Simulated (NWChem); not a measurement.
System: BHOBr₂; SMILES OB(Br)Br

NWChem printed, in part:

```
             Northwest Computational Chemistry Package (NWChem) 7.3.0
             --------------------------------------------------------

 CS  symmetry detected

                             Geometry "geometry" -> ""
                             -------------------------

 Output coordinates in angstroms (scale by  1.889725989 to convert to a.u.)

  No.       Tag          Charge          X              Y              Z
 ---- ---------------- ---------- -------------- -------------- --------------
    1 B                    5.0000     0.64833090     0.01425731     0.00000000
    2 Br                  35.0000    -0.30956691    -1.65711682     0.00000000
    3 Br                  35.0000    -0.30487338     1.66793565     0.00000000
    4 O                    8.0000     1.98386130     0.04711981     0.00000000
    5 H                    1.0000     2.39286523    -0.82690419     0.00000000

 Effective nuclear repulsion energy (a.u.)     429.4236877011

      Symmetry information
      --------------------

 Group name             Cs
 Group number              2
 Group order               2
 No. of unique centers     5

  pbe96 is a nonlocal functional; adding pw91lda local functional.

                                 NWChem DFT Module
                                 -----------------

 Summary of "ao basis" -> "ao basis" (spherical)
 ------------------------------------------------------------------------------
       Tag                 Description            Shells   Functions and Types
 ---------------- ------------------------------  ------  ---------------------
 B                         def2-tzvp                11       31   5s3p2d1f
 Br                        def2-tzvp                16       48   6s5p4d1f
 O                         def2-tzvp                11       31   5s3p2d1f
 H                         def2-tzvp                 4        6   3s1p

      Symmetry analysis of basis
      --------------------------

        a'        111
        a"         53

            General Information
            -------------------
          SCF calculation type: DFT
          Wavefunction type:  closed shell.
          No. of atoms     :     5
          No. of electrons :    84
           Alpha electrons :    42
            Beta electrons :    42
          Charge           :     0
          Spin multiplicity:     1
          Use of symmetry is: on ; symmetry adaption is: on
          Maximum number of iterations: 150
          AO basis - number of functions:   164
                     number of shells:    58
          Convergence on energy requested:  1.00D-06
          Convergence on density requested:  1.00D-05
          Convergence on gradient requested:  5.00D-04

              XC Information
              --------------
          PerdewBurkeErnzerhof Exchange Functional  1.000
            Perdew 1991 LDA Correlation Functional  1.000 local
           PerdewBurkeErnz. Correlation Functional  1.000 non-local

             Grid Information
             ----------------
          Grid used for XC integration:  medium
          Radial quadrature: Mura-Knowles
          Angular quadrature: Lebedev.
          Tag              B.-S. Rad. Rad. Pts. Rad. Cut. Ang. Pts.
          ---              ---------- --------- --------- ---------
          B                   0.85       49           8.0       434
          Br                  1.15      112          11.0       590
          O                   0.60       49           9.0       434
          H                   0.35       45          11.0       434
          Grid pruning is: on
          Number of quadrature shells:   367
          Spatial weights used:  Erf1

      Superposition of Atomic Density Guess
      -------------------------------------

 Sum of atomic energies:       -5244.61682944

      Non-variational initial energy
      ------------------------------

 Total energy =   -5245.847261
 1-e energy   =   -8157.049855
 2-e energy   =    2481.778907
 HOMO         =      -0.373646
 LUMO         =       0.057165

      Symmetry analysis of molecular orbitals - initial
      -------------------------------------------------

  Numbering of irreducible representations:

     1 a'          2 a"

  Orbital symmetries:

     1 a'          2 a'          3 a'          4 a'          5 a'
     6 a'          7 a"          8 a'          9 a'         10 a"
    11 a'         12 a'         13 a'         14 a'         15 a'
    16 a'         17 a'         18 a"         19 a'         20 a"
    21 a'         22 a'         23 a'         24 a"         25 a'
    26 a"         27 a'         28 a"         29 a'         30 a"
    31 a'         32 a'         33 a'         34 a'         35 a'
    36 a'         37 a"         38 a'         39 a"         40 a'
    41 a"         42 a'         43 a"         44 a'         45 a'
    46 a'         47 a'         48 a'         49 a"         50 a'
    51 a'         52 a'

     ---------------------------------------------
      Total Density - Mulliken Population Analysis
     ---------------------------------------------

    Atom       Charge   Shell Charges
 -----------   ------   -------------------------------------------------------
    1 B    5     4.26   0.91  1.07  0.48  0.38  0.03  0.60  0.49  0.06  0.07  0.15  0.03
    2 Br  35    35.26   2.00  2.00  1.16  0.78  1.01  0.95  6.00  5.94  1.30  2.86  1.24  8.98  1.02 -0.01  0.03  0.00
    3 Br  35    35.25   2.00  2.00  1.16  0.78  1.00  0.95  6.00  5.94  1.30  2.86  1.23  8.98  1.02 -0.01  0.03  0.00
    4 O    8     8.69   0.79  1.18  0.60  0.92  0.24  2.01  2.15  0.78  0.00  0.01  0.00
    5 H    1     0.54   0.19  0.25  0.06  0.04

   convergence    iter        energy       DeltaE   RMS-Dens  Diis-err
 ---------------- ----- ----------------- --------- --------- ---------
 d= 0,ls=0.0,diis     1  -5248.1502222400 -5.68D+03  7.12D-03  1.96D+00
 d= 0,ls=0.0,diis     2  -5247.9179955425  2.32D-01  5.67D-03  3.41D+00
 d= 0,ls=0.0,diis     3  -5248.2204090673 -3.02D-01  1.58D-03  4.53D-01
 d= 0,ls=0.0,diis     4  -5248.2638197619 -4.34D-02  6.69D-04  3.07D-02
 d= 0,ls=0.0,diis     5  -5248.2650961627 -1.28D-03  3.30D-04  9.01D-03
  Resetting Diis
 d= 0,ls=0.0,diis     6  -5248.2662771667 -1.18D-03  4.38D-05  1.71D-04
 d= 0,ls=0.0,diis     7  -5248.2662925078 -1.53D-05  3.24D-05  1.24D-05
 d= 0,ls=0.0,diis     8  -5248.2662898329  2.67D-06  1.77D-05  3.95D-05
 d= 0,ls=0.0,diis     9  -5248.2662939955 -4.16D-06  3.56D-06  1.63D-06
 d= 0,ls=0.0,diis    10  -5248.2662941381 -1.43D-07  8.54D-07  4.57D-08

         Total DFT energy =    -5248.266294138109
      One electron energy =    -8157.810952348868
           Coulomb energy =     2674.917820303697
    Exchange-Corr. energy =     -194.796849794043
 Nuclear repulsion energy =      429.423687701107

 Numeric. integr. density =       84.000004250330

                  Occupations of the irreducible representations
                  ----------------------------------------------

                     irrep           alpha         beta
                     --------     --------     --------
                     a'               31.0         31.0
                     a"               11.0         11.0

                       DFT Final Molecular Orbital Analysis
                       ------------------------------------

 Vector   40  Occ=2.000000D+00  E=-2.868880D-01  Symmetry=a'
              MO Center= -1.8D-01, -3.2D-01, -2.5D-14, r^2= 4.0D+00
   Bfn.  Coefficient  Atom+Function         Bfn.  Coefficient  Atom+Function
  ----- ------------  ---------------      ----- ------------  ---------------
    47      0.372518  2 Br px                95      0.286554  3 Br px
    41     -0.262116  2 Br px                44      0.239041  2 Br px
    50      0.216304  2 Br px                89     -0.203453  3 Br px
    92      0.185713  3 Br px                98      0.161621  3 Br px
    96      0.104888  3 Br py               133      0.103101  4 O  px

 Vector   41  Occ=2.000000D+00  E=-2.740359D-01  Symmetry=a"
              MO Center= -2.7D-01,  3.8D-01,  9.3D-15, r^2= 4.1D+00
   Bfn.  Coefficient  Atom+Function         Bfn.  Coefficient  Atom+Function
  ----- ------------  ---------------      ----- ------------  ---------------
    97      0.409704  3 Br pz                49     -0.326404  2 Br pz
    91     -0.286857  3 Br pz                94      0.262630  3 Br pz
   100      0.242018  3 Br pz                43      0.227904  2 Br pz
    46     -0.208803  2 Br pz                52     -0.196622  2 Br pz
    88      0.087511  3 Br pz                40     -0.069514  2 Br pz

 Vector   42  Occ=2.000000D+00  E=-2.585475D-01  Symmetry=a'
              MO Center= -2.4D-01,  3.2D-01, -6.1D-16, r^2= 4.3D+00
   Bfn.  Coefficient  Atom+Function         Bfn.  Coefficient  Atom+Function
  ----- ------------  ---------------      ----- ------------  ---------------
    95      0.330894  3 Br px                47     -0.260777  2 Br px
    96      0.245205  3 Br py                89     -0.228207  3 Br px
    48      0.219242  2 Br py                92      0.209363  3 Br px
    98      0.196749  3 Br px                41      0.179189  2 Br px
    90     -0.175789  3 Br py                44     -0.164407  2 Br px

 Vector   43  Occ=0.000000D+00  E=-6.059894D-02  Symmetry=a"
              MO Center=  4.9D-01,  1.4D-02, -4.3D-13, r^2= 2.9D+00
   Bfn.  Coefficient  Atom+Function         Bfn.  Coefficient  Atom+Function
  ----- ------------  ---------------      ----- ------------  ---------------
    11      0.508609  1 B  pz                 8      0.416741  1 B  pz
    14      0.309265  1 B  pz               141     -0.253847  4 O  pz
   100     -0.243414  3 Br pz                52     -0.237296  2 Br pz
   135     -0.212040  4 O  pz               138     -0.172355  4 O  pz
    97     -0.159322  3 Br pz                49     -0.154415  2 Br pz

 Vector   44  Occ=0.000000D+00  E=-1.768176D-02  Symmetry=a'
              MO Center=  1.1D+00, -3.4D-01,  2.3D-13, r^2= 6.4D+00
   Bfn.  Coefficient  Atom+Function         Bfn.  Coefficient  Atom+Function
  ----- ------------  ---------------      ----- ------------  ---------------
     5      1.061903  1 B  s                161      0.702275  5 H  s
   132     -0.575848  4 O  s                 37     -0.509210  2 Br s
    85     -0.408014  3 Br s                 99      0.374399  3 Br py
    51     -0.341475  2 Br py                98     -0.215581  3 Br px
    50     -0.211072  2 Br px                 4      0.206984  1 B  s

 Vector   45  Occ=0.000000D+00  E=-5.791387D-03  Symmetry=a'
              MO Center=  7.6D-01, -7.9D-01,  1.6D-14, r^2= 5.2D+00
   Bfn.  Coefficient  Atom+Function         Bfn.  Coefficient  Atom+Function
  ----- ------------  ---------------      ----- ------------  ---------------
     4      1.227941  1 B  s                161     -0.877092  5 H  s
    51     -0.426096  2 Br py               132      0.312987  4 O  s
    37     -0.300155  2 Br s                 99      0.288002  3 Br py
   139      0.277181  4 O  px                85     -0.253336  3 Br s
   140     -0.247833  4 O  py                48     -0.243424  2 Br py

     ---------------------------------------------
      Total Density - Mulliken Population Analysis
     ---------------------------------------------

    Atom       Charge   Shell Charges
 -----------   ------   -------------------------------------------------------
    1 B    5     4.87   0.91  1.06  0.51  0.33 -0.00  0.98  0.66  0.08  0.08  0.23  0.03
    2 Br  35    35.09   2.00  2.01  1.16  0.78  1.07  0.90  6.00  5.92  1.38  2.63  1.20  8.94  1.01  0.05  0.03  0.00
    3 Br  35    35.07   2.00  2.01  1.16  0.78  1.08  0.90  6.00  5.92  1.38  2.64  1.18  8.94  1.01  0.05  0.03  0.00
    4 O    8     8.30   0.79  1.18  0.59  0.89  0.26  1.93  1.85  0.77  0.00  0.02  0.00
    5 H    1     0.67   0.26  0.32  0.05  0.05

     -------------------------------------------
      Total Density - Lowdin Population Analysis
     -------------------------------------------

    Atom       Charge   Shell Charges
 -----------   ------   -------------------------------------------------------
    1 B    5     6.51   0.95  1.00  0.34  0.30  0.19  0.85  1.00  0.53  0.14  0.99  0.22
    2 Br  35    34.50   2.00  2.00  1.15  0.82  0.79  0.75  5.98  5.65  1.63  2.33  1.31  8.52  1.23  0.24  0.08  0.01
    3 Br  35    34.46   2.00  2.00  1.15  0.82  0.79  0.75  5.98  5.65  1.63  2.32  1.29  8.52  1.23  0.24  0.08  0.01
    4 O    8     7.75   0.87  1.08  0.51  0.53  0.28  1.75  1.80  0.88  0.00  0.05  0.00
    5 H    1     0.78   0.24  0.29  0.10  0.15

     Multipole analysis of the density
     ---------------------------------

     L   x y z        total         alpha         beta         nuclear
     -   - - -        -----         -----         ----         -------
     0   0 0 0     -0.000000    -42.000000    -42.000000     84.000000

     1   1 0 0      0.476359      0.238180      0.238180      0.000000
     1   0 1 0     -0.486427     -0.243214     -0.243214     -0.000000
     1   0 0 1     -0.000000     -0.000000     -0.000000      0.000000

     2   2 0 0    -33.466809    -98.725746    -98.725746    163.984683
     2   1 1 0     -2.881914      0.394289      0.394289     -3.670492
     2   1 0 1     -0.000000     -0.000000     -0.000000      0.000000
     2   0 2 0    -35.190601   -364.317329   -364.317329    693.444057
     2   0 1 1     -0.000000     -0.000000     -0.000000      0.000000
     2   0 0 2    -35.640050    -17.820025    -17.820025      0.000000
```

Level: PBE/def2-TZVP. Structure relaxed at the PBE0/def2-SVP level.

Reconstruct the input file.

One answer among several that fit: the input that was run:
```
start job
memory heap 200 mb stack 900 mb global 1100 mb
geometry units angstroms noautoz
  B      0.666433     0.039018     0.000000
  Br    -0.240418    -1.660594     0.000000
  Br    -0.336406     1.663076     0.000000
  O      2.000356     0.112304     0.000000
  H      2.435637    -0.748935     0.000000
end
basis spherical
  B library def2-tzvp
  Br library def2-tzvp
  O library def2-tzvp
  H library def2-tzvp
end
dft
  xc xpbe96 cpbe96
  iterations 150
  mulliken
end
task dft energy
```
